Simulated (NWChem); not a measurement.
System: iodoethane (C2H5I); SMILES CCI

The following NWChem deck was run.

```
start job
memory heap 200 mb stack 900 mb global 1100 mb
geometry units angstroms noautosym nocenter noautoz
  C      0.454361     2.403257     0.000000
  C     -0.677733     1.406024     0.000000
  I      0.011748    -0.645683     0.000000
  H      1.091300     2.296372     0.890007
  H      0.038706     3.425222     0.000000
  H      1.091300     2.296372    -0.890007
  H     -1.311905     1.485722     0.892166
  H     -1.311905     1.485722    -0.892166
end
basis spherical
  C library def2-svp
  I library def2-svp
  H library def2-svp
end
ecp
  I library def2-ecp
end
dft
  xc r2scan
  iterations 150
end
task dft gradient
```

NWChem printed, in part:

```
             Northwest Computational Chemistry Package (NWChem) 7.3.0
             --------------------------------------------------------

                             Geometry "geometry" -> ""
                             -------------------------

 Output coordinates in angstroms (scale by  1.889725989 to convert to a.u.)

  No.       Tag          Charge          X              Y              Z
 ---- ---------------- ---------- -------------- -------------- --------------
    1 C                    6.0000     0.45436100     2.40325700     0.00000000
    2 C                    6.0000    -0.67773300     1.40602400     0.00000000
    3 I                   53.0000     0.01174800    -0.64568300     0.00000000
    4 H                    1.0000     1.09130000     2.29637200     0.89000700
    5 H                    1.0000     0.03870600     3.42522200     0.00000000
    6 H                    1.0000     1.09130000     2.29637200    -0.89000700
    7 H                    1.0000    -1.31190500     1.48572200     0.89216600
    8 H                    1.0000    -1.31190500     1.48572200    -0.89216600

 Effective nuclear repulsion energy (a.u.)     214.2873647954

                                 NWChem DFT Module
                                 -----------------

 Summary of "ao basis" -> "ao basis" (spherical)
 ------------------------------------------------------------------------------
       Tag                 Description            Shells   Functions and Types
 ---------------- ------------------------------  ------  ---------------------
 C                          def2-svp                 6       14   3s2p1d
 I                          def2-svp                10       26   4s4p2d
 H                          def2-svp                 3        5   2s1p

            General Information
            -------------------
          SCF calculation type: DFT
          Wavefunction type:  closed shell.
          No. of atoms     :     8
          No. of electrons :    42
           Alpha electrons :    21
            Beta electrons :    21
          Charge           :     0
          Spin multiplicity:     1
          Use of symmetry is: off; symmetry adaption is: off
          Maximum number of iterations: 150
          AO basis - number of functions:    79
                     number of shells:    37
          Convergence on energy requested:  1.00D-06
          Convergence on density requested:  1.00D-05
          Convergence on gradient requested:  5.00D-04

              XC Information
              --------------
                      r^2SCAN Method XC Functional
               r^2SCAN metaGGA Exchange Functional  1.000
                     r^2SCAN Correlation Potential  1.000

             Grid Information
             ----------------
          Grid used for XC integration:  medium
          Radial quadrature: Mura-Knowles
          Angular quadrature: Lebedev.
          Tag              B.-S. Rad. Rad. Pts. Rad. Cut. Ang. Pts.
          ---              ---------- --------- --------- ---------
          C                   0.70       49          10.0       434
          I                   1.40      123          11.0       590
          H                   0.35       45          11.0       434
          Grid pruning is: on
          Number of quadrature shells:   446
          Spatial weights used:  Erf1

      Superposition of Atomic Density Guess
      -------------------------------------

 Sum of atomic energies:        -424.87313597

      Non-variational initial energy
      ------------------------------

 Total energy =    -375.835860
 1-e energy   =    -860.049750
 2-e energy   =     363.720239
 HOMO         =      -0.323735
 LUMO         =      -0.005293

   convergence    iter        energy       DeltaE   RMS-Dens  Diis-err
 ---------------- ----- ----------------- --------- --------- ---------
 d= 0,ls=0.0,diis     1   -376.8942487054 -4.97D+02  1.05D-02  2.36D-01
 d= 0,ls=0.0,diis     2   -376.8733257918  2.09D-02  7.66D-03  3.51D-01
 d= 0,ls=0.0,diis     3   -376.9198722132 -4.65D-02  2.02D-03  3.62D-02
 d= 0,ls=0.0,diis     4   -376.9252123629 -5.34D-03  3.22D-04  9.42D-04
 d= 0,ls=0.0,diis     5   -376.9253259789 -1.14D-04  7.79D-05  6.14D-05
  Resetting Diis
 d= 0,ls=0.0,diis     6   -376.9253338499 -7.87D-06  1.93D-05  2.56D-06
 d= 0,ls=0.0,diis     7   -376.9253342049 -3.55D-07  5.97D-06  5.95D-08

         Total DFT energy =     -376.925334204871
      One electron energy =     -863.014565535779
           Coulomb energy =      400.565755013203
    Exchange-Corr. energy =      -34.970175001039
 Nuclear repulsion energy =      120.493651318744

 Numeric. integr. density =       42.000003359016

                       DFT Final Molecular Orbital Analysis
                       ------------------------------------

[...]

                         DFT ENERGY GRADIENTS

    atom               coordinates                        gradient
                 x          y          z           x          y          z
   1 C       0.858618   4.541497   0.000000   -0.001344  -0.000107  -0.000000
   2 C      -1.280730   2.657000   0.000000    0.002399  -0.003975   0.000000
   3 I       0.022201  -1.220164   0.000000   -0.001629   0.004471  -0.000000
   4 H       2.062258   4.339514   1.681869   -0.000160  -0.000033  -0.000345
   5 H       0.073144   6.472731   0.000000    0.000371  -0.000374   0.000000
   6 H       2.062258   4.339514  -1.681869   -0.000160  -0.000033   0.000345
   7 H      -2.479141   2.807607   1.685949    0.000261   0.000026  -0.000537
   8 H      -2.479141   2.807607  -1.685949    0.000261   0.000026   0.000537
```

Level: r2SCAN/def2-SVP with def2 effective core potentials on I. All runs use the structure optimised with PBE0/def2-SVP. def2 effective core potentials on I; no spin-orbit coupling.
